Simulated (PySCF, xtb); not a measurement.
C2H8F2Si2, SMILES FC(F)C[SiH2][SiH3]. One conformer was computed; it need not be the lowest.

Harmonic wavenumbers (cm⁻¹) from GFN2-xTB run with xtb at its own minimum, in rising order: 30, 49, 76, 109, 188, 343, 362, 426, 442, 462, 474, 514, 582, 660, 751, 773, 794, 807, 818, 820, 938, 999, 1114, 1157, 1220, 1287, 1314, 1463, 2200, 2209, 2239, 2243, 2258, 2883, 2996, 3008.

Question: What does PySCF 2.14.0 with PBE-D3(BJ)/def2-SVP give at its own minimum? (An estimate is asked for; the answer gives what the named calculation found.)

Answer: 39, 68, 100, 123, 194, 342, 353, 415, 435, 488, 529, 551, 646, 687, 756, 807, 843, 895, 901, 912, 948, 1059, 1102, 1158, 1175, 1335, 1349, 1384, 2146, 2154, 2160, 2170, 2174, 2955, 2996, 3061. Paired by order, the mean absolute difference is 39 cm⁻¹ and the zero-point energies are 55.8 and 56.3 kcal/mol.
